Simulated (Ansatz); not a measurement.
A search over several starts for the lowest SCF solution of CH3BrZn⁺, that is ZnMeBr with one electron fewer at the given spin, in a small basis.

```yaml
crystal:
  periodic: [false, false, false]
  atoms:
    - {symbol: Zn, position_ang: [-0.005166, 0.002482, -1.100257]}
    - {symbol: C, position_ang: [0.003790, -0.001530, 0.828664]}
    - {symbol: H, position_ang: [-0.446539, 0.916257, 1.210721]}
    - {symbol: H, position_ang: [1.027197, -0.070190, 1.201531]}
    - {symbol: H, position_ang: [-0.563946, -0.853277, 1.207229]}
    - {symbol: Br, position_ang: [-0.015336, 0.006258, -3.347878]}
basis:
  gaussian: {orbitals: def2-SVP}
total_charge: 1
magnetization: {spin_polarized: true, initial_magnetization: 1}
hamiltonian: {xc: pbe0, dispersion: d4}
output: {orbitals: {seedname: orbitals}}
```

```sh
$ ansatz run in.yaml --threads 4 --pin off --events-out ev --progress --plain --max-ram 3916MiB
```

Shortened log:

```
Functional definition: PBE0
905 factors; integrals over basis functions are off by at most 1.1e-3 eV
mean field evaluation 1: about -119499.4085 eV, gradient 4.9e1 eV
mean field evaluation 2: about -119465.7542 eV, gradient 7.8e1 eV
mean field evaluation 4: about -119507.7160 eV, gradient 2.1e1 eV
mean field evaluation 8: about -119510.8227 eV, gradient 2.2e0 eV
mean field evaluation 16: about -119511.0129 eV, gradient 9.5e-2 eV
mean field evaluation 32: about -119511.0136 eV, gradient 1.4e-3 eV
mean field evaluation 64: about -119510.9999 eV, gradient 9.8e-1 eV
mean field evaluation 96: about -119511.0136 eV, gradient 2.8e-2 eV
mean field -119511.01370227 eV, -4391.9487460839 hartree, gradient 3.5e-6 eV, S^2 0.761367; 4 other end points of the search recorded, 0 dependent functions left out
reference -119511.01373638 eV, -4391.9487473375 hartree; 37, 36 occupied and 55, 56 virtual orbitals, 905 factors
Total energy: -119511.08098715 eV, -4391.9512187575 hartree
```

Run time 42 s (4 threads of AMD EPYC 7R43 on a shared host).
